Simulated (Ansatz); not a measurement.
One geometry of [AgCl4]- (AgCl4⁻), several levels of theory.

```yaml
crystal:
  periodic: [false, false, false]
  atoms:
    - {symbol: Ag, position_ang: [0.000235, -0.000152, 0.000002]}
    - {symbol: Cl, position_ang: [2.437449, -0.026998, 0.002728]}
    - {symbol: Cl, position_ang: [0.026898, 2.437109, 0.007191]}
    - {symbol: Cl, position_ang: [-2.437038, 0.027395, -0.002679]}
    - {symbol: Cl, position_ang: [-0.027544, -2.437354, -0.007242]}
basis:
  gaussian: {orbitals: def2-TZVPD, initial_orbitals: start.molden}
total_charge: -1
magnetization: {spin_polarized: true, initial_magnetization: 2}
hamiltonian: {xc: {text: "exchange = 0.90*pbe_x + 0.10*exact_x\ncorrelation = pbe_c"}}
scf: {omitted_lower_state_checks: [starts]}
output: {orbitals: {seedname: orbitals}}
```

The file start.molden holds the orbitals of an earlier run on this structure, at another level or in another basis.

```sh
$ ansatz run in.yaml --threads 4 --pin off --events-out ev --progress --plain --max-ram 3916MiB
```

Shortened log:

```
Functional definition: unnamed
1473 factors; their error is unknown
mean field evaluation 1: about -54077.4466 eV, gradient 6.9e0 eV
mean field evaluation 2: about -54077.5047 eV, gradient 1.1e-1 eV
mean field evaluation 4: about -54077.5548 eV, gradient 5.1e-4 eV
mean field evaluation 8: about -54077.5548 eV, gradient 2.3e-5 eV
mean field -54077.55477066 eV, -1987.3134827385 hartree, gradient 1.2e-5 eV, S^2 2.004513; 0 other end points of the search recorded, 0 dependent functions left out
reference -54077.55482954 eV, -1987.3134849024 hartree; 45, 43 occupied and 179, 181 virtual orbitals, 1473 factors
Total energy: -54077.55482954 eV, -1987.3134849024 hartree
Checks for a lower state left out: starts
```

Run time 16 s (4 threads of Arm Neoverse V1 on a shared host), peak host memory 0.93 GiB.

As the first input, with `hamiltonian: {xc: {text: "exchange = 0.65*pbe_x + 0.35*exact_x\ncorrelation = pbe_c"}}` (abridged; 57 s):

```
Functional definition: unnamed
mean field -54080.30201711 eV, -1987.4144421833 hartree, gradient 1.1e-5 eV, S^2 2.011746
Total energy: -54080.30206355 eV, -1987.4144438900 hartree
Checks for a lower state left out: starts
```

The first input with `hamiltonian: {xc: r2scan, dispersion: d4}` (abridged; 17 s):

```
Functional definition: r2SCAN
mean field -54094.70727263 eV, -1987.9438255598 hartree, gradient 1.2e-5 eV, S^2 2.005613
Total energy: -54094.76454136 eV, -1987.9459301466 hartree
Checks for a lower state left out: starts
```

First input, but with `gaussian: {orbitals: STO-3G}`, `hamiltonian: {xc: hf}` (abridged; 1.9 s):

```
Functional definition: HF
mean field evaluation 16: about -189530.3018 eV, gradient 1.1e-3 eV
mean field evaluation 32: about -189530.6572 eV, gradient 9.3e-6 eV
mean field -189530.65723214 eV, -6965.1231847875 hartree, gradient 6.4e-6 eV, S^2 2.009491
Total energy: -189530.65723214 eV, -6965.1231847875 hartree
Checks for a lower state left out: starts
```

As the first input, with `hamiltonian: {xc: pbe0, dispersion: d4}` (abridged; 16 s):

```
Functional definition: PBE0
mean field -54079.16410567 eV, -1987.3726247093 hartree, gradient 9.6e-6 eV, S^2 2.008504
Total energy: -54079.37935793 eV, -1987.3805350842 hartree
Checks for a lower state left out: starts
```

The first input with `hamiltonian: {xc: {name: BLYP}, dispersion: d4}` (abridged; 7 s):

```
Functional definition: BLYP
mean field -54095.52505588 eV, -1987.9738785397 hartree, gradient 1.1e-5 eV, S^2 2.002666
Total energy: -54096.04597357 eV, -1987.9930219118 hartree
Checks for a lower state left out: starts
```

As the first input, with `hamiltonian: {xc: {name: B3LYP}, dispersion: d4}` (abridged; 18 s):

```
Functional definition: B3LYP
mean field -54099.14986356 eV, -1988.1070877650 hartree, gradient 1.0e-5 eV, S^2 2.006918
Total energy: -54099.55927359 eV, -1988.1221333060 hartree
Checks for a lower state left out: starts
```

Geometry: r2SCAN-D4/def2-SVPD.

In the def2 sets Ag takes a core potential, while STO-3G treats all electrons; there is no spin–orbit coupling. B3LYP takes the VWN-RPA correlation. At PBE0-D4/def2-TZVPD a singlet of charge -1 lies 1.13 eV below the triplet, each at its own geometry.
